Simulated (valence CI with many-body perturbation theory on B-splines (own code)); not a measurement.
Which ion has this spectrum?

A relativistic CI+MBPT calculation for an atom or ion with 23 electrons gives these levels (cm⁻¹):

```tsv
J	Parity	E	g
5/2	even	0	1.36
5/2	even	244899	1.33
7/2	even	329725	1.15
3/2	even	339904	1.19
11/2	even	340681	1.11
9/2	even	374714	1.14
5/2	even	395653	1.14
1/2	even	412216	1.84
7/2	even	431622	1.09
3/2	even	530455	0.79
5/2	even	570397	1.27
7/2	even	625140	1.21
11/2	even	630827	1.08
9/2	even	645109	1.14
```

The energies are calculated, and their last digits are not significant.

Question: Which is it?
A. Ho44+
B. Dy43+
C. Gd41+
D. Tm46+

Answer: B. Dy43+, ground level (3d3/2^4 3d5/2) J=5/2.
